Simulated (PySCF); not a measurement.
**Run times: thallium in aug-cc-pwCVTZ-DK3 with one added diffuse shell each of s, d, f type**

Measured wall times of calculations with PySCF 2.14 in aug-cc-pwCVTZ-DK3 with one added diffuse shell each of s, d, f type (12s10p9d6f1g, 138 functions), with the spin-free X2C one-electron Hamiltonian (Gaussian nucleus), run from one Python driver. Hardware: 2 threads of Neoverse-V1 on a shared host, 2.6 GiB allowed. The two-electron integrals over 138 functions were computed once and kept in memory (46 CPU seconds with the set-up); the times below exclude them. Kohn-Sham runs start from converged Hartree-Fock orbitals.

Launch command (the driver calls PySCF for each step listed in the task file):

```bash
OMP_NUM_THREADS=2 python atomrun2.py TASK.json OUT
```

```json
{"species": "Tl⁻ [Xe] 4f14 5d10 6s2 6p2", "step": "UHF with spin-orbit constants", "iterations": "9", "wall time (s)": "12"}
{"species": "Tl⁻ [Xe] 4f14 5d10 6s2 6p2", "step": "LDA", "iterations": "9", "wall time (s)": "4"}
{"species": "Tl⁻ [Xe] 4f14 5d10 6s2 6p2", "step": "PBE", "iterations": "9", "wall time (s)": "7"}
{"species": "Tl⁻ [Xe] 4f14 5d10 6s2 6p2", "step": "PBE0", "iterations": "8", "wall time (s)": "8.1"}
{"species": "Tl⁻ [Xe] 4f14 5d10 6s2 6p2", "step": "r2SCAN", "iterations": "8", "wall time (s)": "14"}
{"species": "Tl⁻ [Xe] 4f14 5d10 6s2 6p2", "step": "MP2 (4 electrons)", "iterations": "", "wall time (s)": "0.96"}
```

Problem. Roughly how long does MP2 (22 electrons) take for Tl⁻ [Xe] 4f14 5d10 6s2 6p2 here?

Solution. About 2 s.

Peak memory of the process: 1 GiB. Times on a shared host vary from run to run.
